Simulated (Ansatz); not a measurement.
Sb(F)5 anion (F₅Sb), SMILES [F][Sb]([F])([F])([F])[F] (connectivity only; charge and spin as stated), charge -1, multiplicity 2.

The structure is a stationary point at PBE0-D3(BJ)/def2-SVPD. The multiplicity is an assumed one; no other spin state was optimised. The isomer is the one that the SMILES or the coordinates give; other isomers of the formula were not compared. The def2 effective core potentials stand for the cores of Sb; spin–orbit coupling is left out.

Two levels are set side by side: PBE/def2-SVPD (Ansatz, an electronic-structure program) and PBE0/def2-SVPD (Ansatz). Energy differences of separate SCF runs at the same geometry; the states with an electron removed or added have multiplicity 1. Differences are taken from unrounded values.

| quantity | PBE0 |
|---|---|
| vertical ionisation energy (eV) | 5.21 |

Problem. What does PBE give, and how far is it from PBE0? (An estimate is asked for; the answer gives what the named calculation found.)

Solution. 
| quantity | PBE | PBE minus PBE0 |
|---|---|---|
| vertical ionisation energy (eV) | 4.79 | -0.41 |
